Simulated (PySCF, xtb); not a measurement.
CH5F3Si2, SMILES [SiH2](F)C[SiH](F)F. The values are those of a single conformer.

Harmonic wavenumbers (cm⁻¹) from GFN2-xTB in xtb at its own minimum, in rising order: 33, 58, 102, 166, 218, 242, 268, 480, 562, 613, 635, 652, 705, 740, 771, 790, 826, 857, 870, 1009, 1142, 1434, 2322, 2361, 2455, 2979, 2990.

**Question.** What does PBE-D3(BJ)/def2-SVP (PySCF) give at its own minimum? (An estimate is asked for; the answer gives what the named calculation found.)

**Answer.** 45, 60, 95, 180, 256, 317, 328, 502, 632, 680, 705, 744, 797, 806, 830, 852, 893, 930, 940, 987, 1036, 1320, 2185, 2205, 2244, 2990, 3057. Paired by order, the mean absolute difference is 68 cm⁻¹ and the zero-point energies are 37.6 and 38.0 kcal/mol.
